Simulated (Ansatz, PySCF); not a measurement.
Dimer: CH4O (SMILES CO) (first 6 atoms) with CH4S (SMILES CS); geometry from B3LYP-D3(BJ)/def2-TZVP, rigid monomers moved along the line of their centres of mass till O2···H12 is 2.63 Å.
(charge 0, multiplicity 1):
```tsv
atom	x (Å)	y (Å)	z (Å)
C	-0.2896	-0.5451	0.0904
O	-0.1998	0.7684	0.6352
H	-1.2677	-0.7301	-0.3651
H	-0.1510	-1.2349	0.9213
H	0.4924	-0.7335	-0.6519
H	-0.2780	1.4103	-0.0770
C	-1.2024	0.0035	4.2652
S	0.5794	-0.3558	4.1290
H	-1.7194	-0.2486	3.3422
H	-1.5863	-0.6174	5.0730
H	-1.3734	1.0497	4.5099
H	0.7921	0.3999	3.0383
```

Monomers are frozen at their geometry in the pair; levels with a basis set take the counterpoise correction.

Correlated levels freeze the cores.

The values were computed with Ansatz (a first-principles code) with Gaussian orbitals; PySCF for the dispersion terms. Values without a source in brackets are computed.

PBE/def2-TZVPPD gives -86.4 meV for the interaction energy.

**Question.** Where do these levels fall relative to PBE: PBE-D3(BJ)/def2-TZVPPD, r2SCAN/def2-TZVPPD, PBE0/def2-TZVPPD, wB97M-V/def2-TZVPPD, MP2/aug-cc-pV(D+d)Z, CCSD(T)/aug-cc-pV(D+d)Z.

**Answer.** PBE-D3(BJ)/def2-TZVPPD -44.1; r2SCAN/def2-TZVPPD -14.6; PBE0/def2-TZVPPD 2.0; wB97M-V/def2-TZVPPD -32.6; MP2/aug-cc-pV(D+d)Z -33.7; CCSD(T)/aug-cc-pV(D+d)Z -27.3 meV. 1 of 6 lie above PBE; the widest gap is to PBE-D3(BJ)/def2-TZVPPD.
